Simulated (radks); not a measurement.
Values are calculated unless marked as measured or tabulated.
The titanium ion Ti8+, 14 electrons, occupied as [Ne] 3s2 3p2 (the NIST ground configuration). Code: a radial shooting solver on a logarithmic mesh with Libxc functionals. Model: non-relativistic Kohn-Sham, BLYP, spin-polarised, spherical densities, point nucleus; open shells are filled with parallel spins first.

Normalised radial functions P(r) = r R(r), r in bohr:

r,2s down,2p up
0.004042,0.2203,0.0052
0.005097,0.2713,0.0081
0.006377,0.3298,0.0125
0.008042,0.4004,0.0196
0.01014,0.4810,0.0304
0.01269,0.5671,0.0463
0.016,0.6611,0.0711
0.02002,0.7502,0.1066
0.02525,0.8299,0.1602
0.03158,0.8796,0.2344
0.03983,0.8810,0.3416
0.04983,0.8091,0.4816
0.06284,0.6320,0.6695
0.07862,0.3426,0.8923
0.09915,-0.0815,1.1554
0.124,-0.5820,1.4163
0.1564,-1.1234,1.6508
0.1973,-1.5776,1.7917
0.2468,-1.8194,1.7863
0.3113,-1.7886,1.6070
0.3894,-1.4974,1.2876
0.4911,-1.0357,0.8806
0.6144,-0.5903,0.5117
0.7748,-0.2556,0.2333
0.9694,-0.0845,0.0834
1.222,-0.0183,0.0202
1.529,-0.0027,0.0034
1.929,-0.0002,0.0003
2.413,0.0000,0.0000
3.043,0.0000,0.0000

2s down: eigenvalue -698.98 eV, 1 radial node at r = 0.0953 bohr, <r> = 0.326 bohr, 90 % of the charge inside 0.505 bohr. 2p up: eigenvalue -613.92 eV, 0 radial nodes, <r> = 0.289 bohr, 90 % of the charge inside 0.474 bohr.
